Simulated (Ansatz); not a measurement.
Pt₃H₂⁺ (the lowest doublet isomer of a short search). The state is a doublet with charge 1. Geometry PBE0-D4/def2-TZVP, basis def2-TZVP, Ansatz.

```xyz
5

Pt   -0.7816    0.7449   -0.8248
Pt    0.3387   -1.2940    0.2391
Pt    0.8229    1.0198    1.0881
H    -0.7600   -1.3906    1.2621
H     0.3800    0.9199   -1.7645
```

```json
{"run": "A", "HOMO (eV)": "-11.67", "LUMO (eV)": "-8.88"}
{"run": "B", "HOMO (eV)": "-10.38", "LUMO (eV)": "-9.56"}
{"run": "C", "HOMO (eV)": "-10.40", "LUMO (eV)": "-9.91"}
{"run": "D", "HOMO (eV)": "-10.57", "LUMO (eV)": "-9.72"}
{"run": "E", "HOMO (eV)": "-11.53", "LUMO (eV)": "-8.91"}
{"run": "F", "HOMO (eV)": "-12.82", "LUMO (eV)": "-7.90"}
```

In the def2 sets Pt takes a core potential; there is no spin–orbit coupling. The structure comes from a short search, and lower isomers may exist.

HOMO and LUMO are taken over both spins.

Task: The runs used B97M-V, CAM-B3LYP, PBE, PBE0, r2SCAN, r2SCAN0. Estimate which is which.

Result: A r2SCAN0 (25 % exact exchange); B B97M-V (0 % exact exchange); C PBE (0 % exact exchange); D r2SCAN (0 % exact exchange); E PBE0 (25 % exact exchange); F CAM-B3LYP (range-separated). Exact exchange lowers occupied and raises empty levels; among semilocal functionals meta-GGAs tend to open the gap a little, and such runs are hard to tell apart. The gap grows from 0.49 eV (PBE) to 4.92 eV (CAM-B3LYP).
